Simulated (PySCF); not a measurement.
**Nb: excitation energy**

Nb [Kr] 4d4 5s1 (6D) → Nb [Kr] 4d3 5s2 (4F), as a difference of total energies. All numbers are calculated (PySCF 2.14, scalar relativity by spin-free X2C-1e, in aug-cc-pVTZ-DK (9s8p6d3f2g, 102 functions)). Correlated levels: valence: [Kr] frozen. The calculations carry no spin-orbit coupling.

Q: Order these methods by the excitation energy they give, lowest first.
A. MP2 (valence)
B. SCS-MP2 (valence)
C. CCSD(T) (valence)
D. UHF

A: B (-0.337 eV), C (0.134 eV), A (0.329 eV), D (0.722 eV).

Errors of the correlated levels include the incompleteness of this basis and the frozen core.

The coupled-cluster amplitudes are large for the upper state (T1 above 0.03 or a double amplitude above 0.15), so a single reference is strained.

For comparison: 0.184 eV (measured; NIST levels, between the centres of gravity of the two terms).
